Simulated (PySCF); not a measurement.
Pb⁺: excitation energy

Pb⁺ [Xe] 4f14 5d10 6s2 6p1 (2P) → Pb⁺ [Xe] 4f14 5d10 6s1 6p2 (4P), as a difference of total energies. All numbers are calculated (PySCF 2.14, the spin-free X2C one-electron Hamiltonian (Gaussian nucleus), in x2c-QZVPPall). The calculations carry no spin-orbit coupling.

```tsv
method	excitation energy (cm⁻¹)
UHF	48475
M06-L	65219
revPBE	64491
```

Spin-orbit coupling is strong in these open shells (close to jj coupling). The scalar numbers leave it out and a first-order estimate fails, so it can dominate the gap to the real levels.
